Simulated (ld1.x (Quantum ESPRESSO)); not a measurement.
# Before and after: ultrasoft potential for Si

Si (Z = 14), ultrasoft, made with ld1.x (Quantum ESPRESSO) 7.5 (PBE, non-relativistic). Core [Ne], reference 3s2 3p0 (charge +2). Waves: 3s (bound): rcut 1.50, rcutus 1.90 bohr; 3s channel at 0.9 Ry: rcut 1.50, rcutus 1.90 bohr; 3p (bound, empty): rcut 1.40, rcutus 1.70 bohr; 3p channel at -0.95 Ry: rcut 1.40, rcutus 1.70 bohr. Local part: all-electron potential smoothed inside 1.70 bohr (lloc = -2). Core correction: none. Augmentation charge: PSQ, radius 1.40 bohr.

Change: core correction a·sin(br)/r model core inside 0.74 bohr.

Cutoffs: the cutoffs (Ry, on a coarse ladder) from which the occupation-weighted sum of valence levels, in a spherical-Bessel basis at the reference potential, stays within 10 and 1 mRy of its value at 400 Ry; they do not see the model core or the augmentation charge, which bear on the density cutoff. Errors are all-electron minus pseudo energies relative to the spin-unpolarised reference configuration.

Problem. How do hardness, ghosts and transferability respond?

Solution. Both files are so soft that the ladder of cutoffs tells neither apart; of the 7 tests that both files solve, the error grows in 0 and shrinks in 7 by more than 15 % and 0.3 meV (median size 8.8 → 1.4 meV); neither file shows a bound ghost. Exchange and correlation are not linear in the density, so unscreening with the valence charge alone errs where core and valence overlap; a model core restores that term. A model core, the more so a compact one, raises the density cutoff, which this test does not measure.

```csv
quantity,base,changed
"cutoff, loose",8 Ry,8 Ry
"cutoff, tight",12 Ry,12 Ry
bound ghosts,none,none
"error for 3s2 3p2, meV [ΔE -23.76 eV]",-8.8,+1.2
"error for 3s2 3p1, meV [ΔE -16.01 eV]",-2.5,+0.3
"error for 3s1 3p0, meV [ΔE 33.90 eV]",+38,-6.8
"error for 3s2 3p1.5, meV [ΔE -20.83 eV]",-5.6,+0.8
"error for 3s1 3p2, meV [ΔE -8.64 eV]",+3.2,+2.5
"error for 3s2 3p2.3, meV [ΔE -24.69 eV]",-10,+1.4
"error for 3s0 3p4, meV [ΔE -10.09 eV]",+13,+5.9
s: phases at 2.05 bohr within 0.05 rad from the reference energy up to (Ry; the scan ends near 5),4.7,4.7
p: phases at 2.05 bohr within 0.05 rad from the reference energy up to (Ry; the scan ends near 5),4.0,4.0
lowest overlap eigenvalue by channel,"s 0.50, p 0.77","s 0.50, p 0.77"
```
